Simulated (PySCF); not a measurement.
Gas-phase reaction: 3 GeHF3 = 2 GeF3 + GeH2F2 + HF, at 800 K and a standard pressure of 1 bar. Level: PBE0/def2-SVP†.

Computed with PySCF and rigid-rotor harmonic-oscillator thermochemistry at 1 bar. † marks an energy on the PBE0/def2-TZVP geometry and frequencies. Open shells (unrestricted): GeF3 (multiplicity 2); the rest are closed-shell singlets. Ge: all electrons, no relativistic terms. GeHF3, GeF3, GeH2F2: computed as isolated molecules; such fragments, hydroxides, amides, oligomers or adducts are transient or little studied in the gas. The harmonic model lacks anharmonicity and excited electronic states, which grow with temperature; levels with a mode under 35 cm⁻¹ are left out.

```
species       E (Ha)  H(800 K) − E (kJ/mol)  S°(800 K) (J/mol/K)
-------  -----------  ---------------------  -------------------
GeHF3    -2376.19165                   98.9                378.9
GeF3     -2375.55107                   69.5                372.8
GeH2F2   -2277.07776                  106.4                352.6
HF        -100.25837                   48.1                202.4
```
E: electronic energy; H − E holds the zero-point and thermal terms. 1 Ha = 2625.5 kJ/mol.

Work out ΔH°, ΔS°, ΔG° and log10 K from these numbers.

1. ΔE = 2×(-2375.55107) + 1×(-2277.07776) + 1×(-100.25837) − 3×(-2376.19165) = 0.13668 Ha = 358.9 kJ.
2. Δ(H − E) = 2×(69.5) + 1×(106.4) + 1×(48.1) − 3×(98.9) = -3.2 kJ, so ΔH° = 355.7 kJ.
3. ΔS° = 2×(372.8) + 1×(352.6) + 1×(202.4) − 3×(378.9) = 163.9 J/K; the number of gas molecules changes by +1.
4. ΔG° = ΔH° − TΔS° = 355.7 − 800×(163.9)/1000 = 224.6 kJ.
5. log10 K = −ΔG°/(RT ln 10) = -14.66, with RT ln 10 = 15.32 kJ/mol; at standard pressures the reactants are favoured.
6. A shift of 10 kJ in ΔE would move log10 K by 0.65 here.
For scale, ΔH°(298 K) is 358 kJ at this level, 353 kJ at ωB97M-V/def2-TZVP†, and runs from 244 to 384 kJ over the 20 levels computed.
